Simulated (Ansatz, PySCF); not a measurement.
System: C$_{3}$H$_{8}$O (charge 0, singlet). SMILES: C(O)CC
Geometry: optimised at B3LYP-D3(BJ)/def2-TZVP (Ansatz, a quantum-chemistry and plane-wave program).

Wanted: atomisation energy, in kcal/mol. Set-up: 6-311+G** with 5d; frozen cores in correlated levels; atomisation electronic, to ground-state atoms; LANL2DZ all-electron up to Ne; spin-orbit terms left out; six Cartesian d functions in 6-31G* and its kin unless marked 5d; dispersion terms only where a functional's name holds one; non-relativistic; UHF or UKS for open shells. CBS(X,Y): correlation extrapolated as X^-3; Hartree-Fock from the larger set. [CCSD(T)-MP2]/basis is that difference in the basis named. First-principles rows: single points at B3LYP-D3(BJ) geometries (Ansatz).

Coupled cluster (Ansatz) is a level with limits of its own, used here on species with T1 under 0.025 (0.045 for open shells) and stable references: RI-MP2/CBS(aug-cc-pVTZ,aug-cc-pVQZ)+[CCSD(T)-MP2]/aug-cc-pVTZ.

Value to compare with, RI-MP2/CBS(aug-cc-pVTZ,aug-cc-pVQZ)+[CCSD(T)-MP2]/aug-cc-pVTZ (Ansatz): 1104.9 kcal/mol.

```tsv
level	program	atomisation energy (kcal/mol)	difference
HF/STO-3G	Ansatz	990.1	-114.8
HF/3-21G	Ansatz	775.1	-329.8
HF/6-31G*	Ansatz	814.0	-290.9
SVWN5/6-31G*	Ansatz	1257.1	152.2
PBE/LANL2DZ	Ansatz	1092.3	-12.6
PBE/6-311+G**	Ansatz	1114.3	9.4
BP86/def2-SVP	PySCF	1135.5	30.6
BP86/6-31G* (5d)	PySCF	1131.6	26.7
B3LYP/6-31G	Ansatz	1067.9	-37.0
M06-2X/6-311+G**	PySCF	1097.2	-7.7
MP2/LANL2DZ	Ansatz	933.1	-171.8
MP2/6-31G*	Ansatz	1014.9	-90.0
MP2/6-311+G**	Ansatz	1055.7	-49.2
wB97M-V/def2-TZVPD	Ansatz	1104.2	-0.7
```

Among the 13 habitual levels, HF/3-21G lies farthest from RI-MP2/CBS(aug-cc-pVTZ,aug-cc-pVQZ)+[CCSD(T)-MP2]/aug-cc-pVTZ (Ansatz) (-329.8 kcal/mol) and M06-2X/6-311+G** nearest (-7.7); 4 of 13 lie above it, and their mean absolute difference is 101.7 kcal/mol, the median 49.2. One case shows no general order.

The levels are drawn from those run, B3LYP/6-31G* more often than the rest, none by its result; runs whose electronic state is in doubt are left out.
